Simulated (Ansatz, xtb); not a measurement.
Two isomers of CH9FOSi3

Structure I: `CO[SiH2][SiH2][SiH2]F`, a singlet. Structure II: `CO[Si](F)([SiH3])[SiH3]`, a singlet. Both are isolated molecules in the gas phase, relaxed with B3LYP-D3(BJ)/def2-SVP, each in the lowest conformer that the search found.

Estimate E(II) − E(I) at the level CCSD(T)/def2-SVP + ΔMP2/def2-TZVPP.

Calculated at CCSD(T)/def2-SVP + ΔMP2/def2-TZVPP: E(II) − E(I) = −14.2 kJ/mol, so structure II lies lower.

How the difference moves with the method:

```json
{"level": "B3LYP-D3(BJ)/def2-SVP", "geometry": "B3LYP-D3(BJ)/def2-SVP", "E(II) − E(I) (kJ/mol)": "−14.9", "departure from the last row (kJ/mol)": "−0.7", "job, with rough time for the two": "optimisation, 2.6 min"}
{"level": "HF/def2-SVP", "geometry": "B3LYP-D3(BJ)/def2-SVP", "E(II) − E(I) (kJ/mol)": "−8.9", "departure from the last row (kJ/mol)": "+5.4", "job, with rough time for the two": "part of the CCSD(T) run"}
{"level": "MP2/def2-SVP", "geometry": "B3LYP-D3(BJ)/def2-SVP", "E(II) − E(I) (kJ/mol)": "−9.2", "departure from the last row (kJ/mol)": "+5.0", "job, with rough time for the two": "part of the CCSD(T) run"}
{"level": "CCSD(T)/def2-SVP", "geometry": "B3LYP-D3(BJ)/def2-SVP", "E(II) − E(I) (kJ/mol)": "−11.2", "departure from the last row (kJ/mol)": "+3.0", "job, with rough time for the two": "single point"}
{"level": "CCSD(T)/def2-SVP + ΔMP2/def2-TZVPP", "geometry": "B3LYP-D3(BJ)/def2-SVP", "E(II) − E(I) (kJ/mol)": "−14.2", "departure from the last row (kJ/mol)": "", "job, with rough time for the two": "single point, 69 s"}
```

As drawn, both hold the same kinds of bond in the same numbers.

None of the levels shown reverses the order. The largest departure from CCSD(T)/def2-SVP + ΔMP2/def2-TZVPP is that of HF/def2-SVP, 5.4 kJ/mol. Levels run at GFN2-xTB geometries aren't shown. The last row adds to CCSD(T) the change of the MP2 difference between the two basis sets, here −3.0 kJ/mol.

With thermal terms from frequencies at re-optimised GFN2-xTB minima (ideal gas, soft modes damped towards free rotors, one conformer each, 298.15 K, 1 atm): on the last row, ΔE + ΔZPE = −17.0, ΔH = −15.1, ΔG = −19.4 kJ/mol.

The correlated steps freeze 18 core orbitals. Programs: Ansatz 0.2.0, xtb 6.7.1; the last row on 2 threads of Intel(R) Xeon(R) Platinum 8488C (Sapphire Rapids) on a shared host.
